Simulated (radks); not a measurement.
All-electron atom: Kr26+ in [Ne].

Method: scalar-relativistic Kohn-Sham, LDA (Slater exchange, VWN5 correlation), spin-polarised, spherical densities, finite nucleus; Fermi nuclear charge, rms radius 4.1884 fm; computed with a radial shooting solver on a logarithmic mesh with Libxc functionals.

Energy parts (hartree):
part                       energy
total                 -2322.81775
kinetic                2384.18718
electron-nucleus      -4999.27100
Hartree                 347.46528
exchange-correlation    -55.19920

Orbitals (lengths in bohr, moments of r in powers of bohr; r(max) is where P^2 peaks):
orbital  occ.  eigenvalue (hartree)     <r^2>  <1/r>       <r^4>   r(max)
1s          2             -566.8237  0.002320  36.74  0.00001386  0.02711
2s          2             -112.9773   0.03809  8.319    0.002453   0.1530
2p          6             -105.6406   0.02975  8.127    0.001725   0.1219

The highest occupied level is 2p at -2874.6 eV. Summed over all electrons, <r^2> = 0.2594 bohr^2, which gives a Langevin (diamagnetic) susceptibility term of -0.205 x 10^-6 cm^3/mol. For comparison, the ionisation energy in NIST's Atomic Spectra Database is 2929 eV (semi-empirical). In exact Kohn-Sham theory the highest level is minus the ionisation energy, but local and semilocal functionals leave it too shallow, through self-interaction and a potential that decays too fast; potentials with the right tail come closer. The electron density at the nucleus is 4.929e+04 e/bohr^3 (large components only). The density falls to 0.001 e/bohr^3 at r = 0.64 bohr.
